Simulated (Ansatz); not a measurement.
Computed with Ansatz on PBE0-D4/def2-TZVP structures; ΔE is electronic, products minus reactants. CBS: MP2 limit from def2 TZ/QZ plus the TZ coupled-cluster correction, frozen cores. DFT in def2-TZVPP.

`[SiH3][SiH]1BC1` → `BC1[SiH2][SiH2]1`  (isomerisation)

```
           species  RPA@PBE/def2-TZVPP energy (Eh)
 `[SiH3][SiH]1BC1`                      -645.37132
`BC1[SiH2][SiH2]1`                      -645.39512
```

Work out ΔE.

ΔE = (-645.39512) − (-645.37132) = -0.02380 Eh = -62.5 kJ/mol. CCSD(T)/CBS gives -66.7 kJ/mol.

What do rigid-rotor, harmonic-oscillator terms from PBE0-D4/def2-TZVP frequencies (298.15 K, 1 bar) make of the CCSD(T)/CBS value? (An estimate is asked.)

Ansatz gave: ΔZPE = -0.1 kJ/mol, ΔH = -68.2 kJ/mol, ΔS = -13 J/(mol·K), ΔG = -64.4 kJ/mol.

Largest T1 diagnostic among the species: 0.014.

From BLYP to BHLYP (50 % exact exchange), in def2-TZVPP and without D4, ΔE moves by −16.2 kJ/mol. The D4 term adds −4.0 kJ/mol with B3LYP and −1.9 kJ/mol with PBE0; it sums over pairs of atoms, weighted by their polarisabilities, and B3LYP, whose exchange is more repulsive, gets the larger term.

B3LYP here is the variant with VWN-RPA as its local correlation; programs differ in this.
